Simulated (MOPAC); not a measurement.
Input file for MOPAC: AM1 on LiO+, 2S+1 = 3, a spin state set in the input, which need not be the lowest, a point of a bond scan (R = 1.931 Å). Charge +1.

```
AM1 1SCF PRECISE CHARGE=1 UHF MS=1 THREADS=1
LiO

Li     0.00000000 1     0.00000000 1     0.00000000 1
O      0.00000000 1     0.00000000 1     1.93082500 1
```

The log:

```
*******************************************************************************
 **                                                                           **
 **                              MOPAC v23.2.5                                **
 **                                                                           **
 *******************************************************************************
 ** MOPAC's Digital Object Identifier: https://doi.org/10.5281/zenodo.6511958 **
 **                                                                           **
 ** Please cite the open-source release paper for use of this MOPAC version:  **
 ** J. E. Moussa and J. J. P. Stewart (2026)                                  **
 ** MOPAC: An open-source semiempirical molecular orbital program             **
 ** J. Open Source Softw., 11(119), 8025, https://doi.org/10.21105/joss.08025 **
 *******************************************************************************

                              AM1 CALCULATION RESULTS

 *******************************************************************************
 *  AM1        - The AM1 Hamiltonian to be used
 *  UHF        - UNRESTRICTED HARTREE-FOCK CALCULATION
 *
 *
 *
 *                 CHARGE ON SYSTEM = +1
 *
 *
 *
 *  MS=        - IN MECI, MAGNETIC COMPONENT OF SPIN =  1.0
 *  PRECISE    - TIGHTER CRITERIA TO BE USED
 *  1SCF       - DO 1 SCF AND THEN STOP
 *  THREADS=1  - MULTI-THREADING NOT USED
 *  T=         - A TIME OF 172800.0 SECONDS REQUESTED
 *  DUMP=N     - RESTART FILE WRITTEN EVERY 7200.0 SECONDS REQUESTED
 *******************************************************************************
AM1 1SCF PRECISE CHARGE=1 UHF MS=1 THREADS=1
 LiO

   ATOM   CHEMICAL          X               Y               Z
  NUMBER   SYMBOL      (ANGSTROMS)     (ANGSTROMS)     (ANGSTROMS)

     1      Li          0.00000000  *   0.00000000  *   0.00000000  *
     2       O          0.00000000  *   0.00000000  *   1.93082500  *



          CARTESIAN COORDINATES

    NO.       ATOM           X           Y           Z

     1        Li          0.0000      0.0000      0.0000
     2         O          0.0000      0.0000      1.9308

 Li: (AM1): J. J. P. STEWART, J. MOL. MOD., 10, 155-164 (2004)
  O: (AM1): M.J.S. DEWAR ET AL, J. AM. CHEM. SOC. 107 3902-3909 (1985)

           Empirical Formula: O Li  =     2 atoms



      MOLECULAR POINT GROUP   :   C*v


          UHF CALCULATION, NO. OF ALPHA ELECTRONS =    4
                           NO. OF BETA  ELECTRONS =    2

 -------------------------------------------------------------------------------
 AM1 1SCF PRECISE CHARGE=1 UHF MS=1 THREADS=1
 LiO



     1SCF WAS SPECIFIED, SO BFGS WAS NOT USED
     SCF FIELD WAS ACHIEVED


                              AM1 CALCULATION
                                                       MOPAC v23.2.5 Linux




          FINAL HEAT OF FORMATION =        195.46513 KCAL/MOL =     817.82608 KJ/MOL


          COSMO AREA              =         70.83 SQUARE ANGSTROMS
          COSMO VOLUME            =         52.84 CUBIC ANGSTROMS

          IONIZATION POTENTIAL    =         19.641917 EV
          ALPHA SOMO LUMO (EV)    =        -21.256 -4.229
          BETA  SOMO LUMO (EV)    =        -19.642 -7.328
          NO. OF ALPHA ELECTRONS  =          4
          NO. OF BETA  ELECTRONS  =          2
          MOLECULAR WEIGHT        =         22.9394         POINT GROUP:  C*v

          MOLECULAR DIMENSIONS (Angstroms)

            Atom       Atom       Distance
            O     2   Li     1     1.93083
            O     2   Li     1     0.00000
           Li     1    O     2     0.00000


          SCF CALCULATIONS        =          1





   ATOM   CHEMICAL          X               Y               Z
  NUMBER   SYMBOL      (ANGSTROMS)     (ANGSTROMS)     (ANGSTROMS)

     1      Li          0.00000000  *   0.00000000  *   0.00000000  *
     2       O          0.00000000  *   0.00000000  *   1.93082500  *

                             CARTESIAN COORDINATES

   1   Li        0.000000000     0.000000000     0.000000000
   2    O        0.000000000     0.000000000     1.930825000


           Empirical Formula: O Li  =     2 atoms



      MOLECULAR POINT GROUP   :   C*v


          ALPHA EIGENVALUES
 -43.48298 -22.38557 -22.38557 -21.25610  -4.22930  -2.28785  -2.16709  -2.16709


           BETA EIGENVALUES
 -35.71230 -19.64192  -7.32805  -7.32805  -4.14083  -2.08200  -1.93444  -1.93444


              NET ATOMIC CHARGES AND DIPOLE CONTRIBUTIONS

  ATOM NO.   TYPE          CHARGE      No. of ELECS.   s-Pop       p-Pop
    1         Li           0.822681        0.1773     0.05827     0.11904
    2          O           0.177319        5.8227     1.95515     3.86753
 DIPOLE           X         Y         Z       TOTAL
 POINT-CHG.     0.000     0.000    -4.824     4.824
 HYBRID        -0.000     0.000    -0.852     0.852
 SUM           -0.000     0.000    -5.675     5.675


          ATOMIC ORBITAL ELECTRON POPULATIONS

     Atom    s        px        py        pz
    1 Li   0.05827   0.00707   0.00707   0.10491
    2  O   1.95515   0.99293   0.99293   1.88166


                    (SZ)    =    1.000000
                    (S**2)  =    2.002573


          ATOMIC ORBITAL SPIN POPULATIONS

    Atom   Total    s     px     py     pz
         Atomic
    1 Li -0.0123 -0.010  0.007  0.007 -0.016
    2  O  2.0123  0.011  0.993  0.993  0.015

 **********************
 *                    *
 * JOB ENDED NORMALLY *
 *                    *
 **********************




 == MOPAC DONE ==
```

The run finished.

Cost: very roughly 0.020 core-seconds.
